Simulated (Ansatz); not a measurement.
All numbers were calculated with Ansatz.

A structure relaxed at PBE0-D4/def2-TZVP, charge 0, multiplicity 1:

```csv
atom,x (Å),y (Å),z (Å)
C1,0.4063,-1.8313,0.4281
C2,0.1473,-0.5551,0.1284
Si3,-1.6425,0.0212,0.1046
N4,1.1720,0.3472,-0.1639
B5,1.0381,1.7008,-0.4927
F6,2.1408,2.4078,-0.7420
H7,-0.3929,-2.5239,0.6530
H8,1.4215,-2.2209,0.4571
H9,-1.8709,1.1036,1.0964
H10,-2.4678,-1.1611,0.4539
H11,-2.0273,0.5226,-1.2399
H12,2.1051,-0.0452,-0.1279
H13,-0.0296,2.2342,-0.5552
```

Question: Give its formula and SMILES.

Answer: C2H7BFNSi, `C=C([SiH3])NBF`.

Question: Point group (tolerance 0.08 Å, 0.16 Å for H)?

Answer: Cs.

Question: Summarise the bond lengths by kind.

Answer: 1 × C–C 1.336 Å; 2 × C–H 1.081 to 1.088 Å; 1 × C–Si 1.880 Å; 1 × C–N 1.396 Å; 3 × H–Si 1.484 to 1.486 Å; 1 × B–N 1.399 Å; 1 × H–N 1.013 Å; 1 × B–F 1.333 Å; 1 × B–H 1.195 Å.
